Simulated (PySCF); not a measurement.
## Identify the compound

An unknown has the formula C5H9ClOSi. Its calculated NMR data are:

¹H NMR (500 MHz, computed): δ 7.19 (m, 1H), 6.42 (m, 1H), 6.22 (m, 1H), 6.14 (d, 1H), 5.25 (d, 2H), 3.86 (s, 3H).

¹³C{¹H} NMR (computed): δ 147.4 (CH), 141.5 (CH), 139.7 (CH), 133.2 (CH), 54.1 (CH3).

[PySCF 2.14: geometry from GFN2-xTB; GIAO PBE0/pcSseg-1 shieldings; no relativistic terms; one conformer; averaged over atoms made equivalent by symmetry, fast rotation or ring inversion; no solvent]

Shifts are taken against calculated references (same method and geometry level): ¹H and ¹³C against TMS.

Q: What is the structure?

A: 
The formula gives 2 degrees of unsaturation (no ring in the answer). 5 carbon signals for 5 carbons: no two carbons are equivalent. Carbon types of the structure: 4 × CH, 1 × CH3, leaving 2 H on heteroatoms. δC 147.4, 141.5, 139.7, 133.2: alkene CH; an sp2 carbon of a C=C bond. δC 54.1: methyl carbon bonded to O; the inductive effect lowers its shielding. δH 7.19, 6.42, 6.22, 6.14: hydrogen on an alkene CH; olefinic region. δH 5.25: hydrogen on a silicon bonded to C, O. δH 3.86: hydrogen on a methyl carbon bonded to O; its carbon carries O, which withdraws density.

The compound is `C(/[SiH2]OC)=C\C=C/Cl`.

The shifts were computed for this structure.

Carbons that carry Cl, above all several Cl atoms, come out too deshielded, partly because spin–orbit coupling is missing. Shifts are as computed. Against solution values, carbons near 30 ppm lie about +3 ppm off and those near 130 ppm about +5 ppm; carbons on Cl a further +6 ppm. Of 1211 compounds with measured shifts, 218 miss one by over three times the rms of a fit or turn the order of signals round; such compounds aren't used in these exercises. No couplings were computed; multiplicities are counted from neighbouring protons, with m where these are inequivalent, close in shift, in a saturated or five-membered ring or joined by F or P, and br s for small geminal =CH2 splittings.
